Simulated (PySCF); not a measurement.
Planning a shielding job on `Fc1cc(=S)cco1`.

Method: GIAO LC-wPBE/pcSseg-1 NMR shielding, non-relativistic, gas phase (PySCF 2.14.0, density-fitted response routines). Geometry: GFN2-xTB. Work: shieldings, ring-centre shieldings, charges and field gradients, density fitting. The input is one job of a driver script: a line of settings, then coordinates in Å.

Command:
```bash
OMP_NUM_THREADS=1 python probes_run.py task.json out
```

Input:
```
{"job": {"kind": "nmr", "xc": "LC-wPBE", "basis": "pcSseg-1", "pop": true, "grid": 1, "scf": {"guess": "vsap"}}, "charge": 0, "multiplicity": 1}
F      2.407807    -1.367716     0.012703
C      1.237942    -0.737351     0.003810
C      1.122162     0.598485     0.048593
C     -0.191534     1.185583     0.035288
S     -0.440827     2.810031     0.089646
C     -1.270941     0.232919    -0.028332
C     -1.021671    -1.084601    -0.069138
O      0.226642    -1.609426    -0.054653
H      1.993925     1.228273     0.094692
H     -2.282731     0.601919    -0.042030
H     -1.775351    -1.855445    -0.116542
```

Hardware: one thread, Arm Neoverse V1 (aarch64), no GPU, shared host with 32 logical CPUs at a one-minute load of 32. PySCF's memory limit was set to 1200 MB.

How large is the basis?

158 functions for 66 electrons, with 840 fitting functions; the fitted three-index integrals, 840 × 158 × 159/2 numbers of 8 bytes, come to 80 MiB.

Question: Which is nearest to the wall time?
A. 27 min
B. 3.6 min
C. 27 s

Answer: C. The run took 27 s. The SCF took 14 cycles.

Estimate the peak memory.

About 0.72 GiB. Peak memory is the resident size of the whole Python process, interpreter and libraries included.

At this speed, how long would 500 such jobs take on 8 cores, one job a core?

500/8 gives 63 rounds of 27 s, about 28 min of wall time and 3.8 core-hours, if the jobs don't slow each other.

The SCF part of the output:
```
final grid: 50112 points
cycle   1  E = -763.2549892135  dE =  2.557e-01  |g| = 2.732e+00  |ddm| = 5.937e+00
cycle   2  E = -756.7673893053  dE =  6.488e+00  |g| = 4.808e+00  |ddm| = 7.124e+00
cycle   3  E = -764.7748766617  dE = -8.007e+00  |g| = 1.040e+00  |ddm| = 5.941e+00
cycle   4  E = -765.0714210137  dE = -2.965e-01  |g| = 5.212e-01  |ddm| = 1.671e+00
cycle   5  E = -765.1306531873  dE = -5.923e-02  |g| = 1.578e-01  |ddm| = 6.492e-01
cycle   6  E = -765.1362280227  dE = -5.575e-03  |g| = 6.460e-02  |ddm| = 1.822e-01
cycle   7  E = -765.1371587436  dE = -9.307e-04  |g| = 1.782e-02  |ddm| = 6.502e-02
cycle   8  E = -765.1373383024  dE = -1.796e-04  |g| = 7.127e-03  |ddm| = 4.268e-02
cycle   9  E = -765.1373678329  dE = -2.953e-05  |g| = 1.967e-03  |ddm| = 1.834e-02
cycle  10  E = -765.1373724834  dE = -4.650e-06  |g| = 9.914e-04  |ddm| = 9.476e-03
cycle  11  E = -765.1373731125  dE = -6.291e-07  |g| = 4.608e-04  |ddm| = 2.955e-03
cycle  12  E = -765.1373732337  dE = -1.213e-07  |g| = 1.104e-04  |ddm| = 1.706e-03
cycle  13  E = -765.1373732147  dE =  1.902e-08  |g| = 4.599e-05  |ddm| = 3.392e-04
cycle  14  E = -765.1373732155  dE = -8.183e-10  |g| = 2.100e-05  |ddm| = 1.015e-04
converged SCF energy = -765.1373732155
```

The host was shared with other jobs, so the times are rough.
